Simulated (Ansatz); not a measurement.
Program: Ansatz. Geometries: PBE0-D4/def2-TZVP. ΔE: electronic, gas phase. CCSD(T)/CBS adds triple-zeta CCSD(T) − MP2 to the extrapolated MP2 energy (def2 sets, frozen cores). This one scheme is used for every species. Functionals use def2-TZVPP. B3LYP here is the variant with VWN-RPA as its local correlation; programs differ in this. For Se outer-core shells are correlated without core-valence functions, which leaves a few kJ/mol of doubt a bond. Scalar relativity is left out up to krypton. Each species was taken in one conformer, which may not be the lowest.

`N[SiH2][SiH2][SeH]` + CH₃OH → `CO[SiH2][SeH]` + `N[SiH3]`  (cleavage of the Si–Si bond)

```
        level  ΔE (kJ/mol)
       PBE-D4        -66.1
    r2SCAN-D4        -85.5
      PBE0-D4        -71.7
     B3LYP-D4        -88.0
       B2PLYP        -97.1
       r2SCAN        -86.4
HF/def2-QZVPP       -116.1
MP2/CBS(def2)        -95.7
```

**Question.** What does CCSD(T)/CBS give? (An estimate is asked.)

**Answer.** Computed: -89.1 kJ/mol. The listed levels differ from it by 23.0, 3.6, 17.4, 1.1, -8.0, 2.7, -27.0, -6.6 kJ/mol.

Largest T1 diagnostic among the species: 0.010.

In def2-TZVPP, CCSD(T) changes the Hartree–Fock value by +23.0 kJ/mol (the triples alone add +3.0 kJ/mol) and MP2 by +16.5 kJ/mol. From PBE to PBE0 (25 % exact exchange), in def2-TZVPP and without D4, ΔE moves by −5.5 kJ/mol. The D4 term adds +6.1 kJ/mol with B3LYP and +3.6 kJ/mol with PBE0; it sums over pairs of atoms, weighted by their polarisabilities, and B3LYP, whose exchange is more repulsive, gets the larger term.
